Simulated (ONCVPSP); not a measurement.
## Al (Z = 13), ONCV: configuration errors across variants

```
Element                 : aluminium (Al)
Generator               : ONCVPSP 4.0.1
Type                    : optimised norm-conserving Vanderbilt (ONCV)
Functional              : PBEsol
Relativity              : scalar-relativistic
Frozen core             : [Ne]
Valence charge          : 3
Reference configuration : 3s2 3p1
Partial waves           : 3s: rc 1.45 bohr, ncon 3, nbas 7, qcut 4.8 1/bohr, 2 projectors, debl 3.4 Ha; 3p: rc 2.70 bohr, ncon 4, nbas 8, qcut 3 1/bohr, 1 projector; d scattering state at 0.31 Ha: rc 2.45 bohr, ncon 4, nbas 9, qcut 4.5 1/bohr, 2 projectors, debl 2.7 Ha
Local potential         : polynomial inside 1.40 bohr (lpopt 5, dvloc0 0 Ha)
Core correction         : Teter function, fcfact 4.5, rcfact 1.35
```

All-electron excitation energies from the reference (eV): (1) 3s2 3p0 5.736; (2) 3s1 3p0 24.907; (3) 3s2 3p0.5 2.074; (4) 3s1 3p2 5.119.

A true bound ghost makes a file unfit for plane-wave use even where its test errors are small: the radial tests pick states by their node count and pass the ghost by.

Errors AE − PS in meV (a dash: test not solved or not reliable):

| change | (1) | (2) | (3) | (4) | bound ghosts | GHOST(+) flags above zero |
| --- | --- | --- | --- | --- | --- | --- |
| base | 0.0 | -25 | +0.1 | -4.4 | s | none |
| core correction Teter function, fcfact 4.5, rcfact 1.1 | -2.9 | -12 | -0.4 | -0.8 | s | none |
| core correction Teter function, fcfact 4.5, rcfact 1.24 | -1.6 | -17 | -0.2 | -2.6 | s | none |
| core correction Teter function, fcfact 4.5, rcfact 1.4 | +0.7 | -31 | +0.3 | -5.3 | s | none |
| core correction Teter function, fcfact 4.5, rcfact 1.48 | +1.6 | -45 | +0.5 | -6.8 | s | none |
| core correction Teter function, fcfact 4.5, rcfact 1.66 | +0.4 | -106 | +0.7 | -9.9 | s | none |
| core correction Teter function, fcfact 4.5, rcfact 1.74 | -2.9 | -147 | +0.4 | -11 | s | none |
| core correction Teter function, fcfact 4.5, rcfact 1.94 | -23 | -286 | -2.4 | -14 | s | none |
| core correction Teter function, fcfact 4.5, rcfact 2.04 | -40 | -367 | -5.4 | -15 | s | none |

(1) Give the same row for: core correction Teter function, fcfact 4.5, rcfact 1.

Answers

(1) -3.2, -7.1, -0.5, +0.1; bound ghosts: s; GHOST(+) flags above zero: none.
